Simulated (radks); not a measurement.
Isoelectronic series with 18 electrons, all held in the configuration [Ar], which need not be the ground one along the series. Calculated with a radial shooting solver on a logarithmic mesh with Libxc functionals: scalar-relativistic Kohn-Sham, BLYP, spin-polarised, spherical densities, finite nucleus; Fermi nuclear charge, rms radius of each element as measured or else 0.836 A^(1/3) + 0.57 fm. Total energies (hartree) and mean radii <r> (bohr):

Ar: E (hartree) -529.43587; 3p 1.669; 3s 1.405; 2p 0.3768
K+: E (hartree) -602.14916; 3p 1.429; 3s 1.266; 2p 0.3506
Ca2+: E (hartree) -679.89457; 3p 1.259; 3s 1.151; 2p 0.3278
Sc3+: E (hartree) -762.66995; 3p 1.130; 3s 1.056; 2p 0.3077
Ti4+: E (hartree) -850.47917; 3p 1.027; 3s 0.9750; 2p 0.2899
V5+: E (hartree) -943.32961; 3p 0.9430; 3s 0.9058; 2p 0.2740
Cr6+: E (hartree) -1041.23099; 3p 0.8723; 3s 0.8460; 2p 0.2597
Mn7+: E (hartree) -1144.19494; 3p 0.8118; 3s 0.7937; 2p 0.2468
Fe8+: E (hartree) -1252.23464; 3p 0.7596; 3s 0.7475; 2p 0.2351
Co9+: E (hartree) -1365.36443; 3p 0.7139; 3s 0.7065; 2p 0.2245
Ni10+: E (hartree) -1483.60007; 3p 0.6735; 3s 0.6697; 2p 0.2147
Cu11+: E (hartree) -1606.95766; 3p 0.6376; 3s 0.6366; 2p 0.2058
Zn12+: E (hartree) -1735.45541; 3p 0.6054; 3s 0.6066; 2p 0.1975
Ga13+: E (hartree) -1869.11164; 3p 0.5763; 3s 0.5793; 2p 0.1899
Ge14+: E (hartree) -2007.94598; 3p 0.5499; 3s 0.5543; 2p 0.1828
As15+: E (hartree) -2151.97941; 3p 0.5259; 3s 0.5314; 2p 0.1762
